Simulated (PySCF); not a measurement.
(1E)-1-bromobuta-1,3-diene (C4H5Br), SMILES C(/Br)=C\C=C. The structure is a stationary point at B3LYP-D3(BJ)/def2-SVP. Other conformers were not sampled.

Computed equilibrium geometry at B3LYP-D3(BJ)/def2-SVP (PySCF confirms it by a frequency run) as a Z-matrix, and its point group (one conformer of several):
point group Cs.
```
C
C 1 1.3419
H 2 1.0921 1 123.33
H 1 1.0950 2 119.58 3 180.00
C 1 1.4555 4 117.54 2 180.00
C 5 1.3432 1 123.98 4 0.00
H 6 1.0923 5 121.50 1 180.00
H 6 1.0944 7 117.18 5 180.00
H 5 1.0963 6 119.43 7 0.00
Br 2 1.8898 3 113.22 1 180.00
```
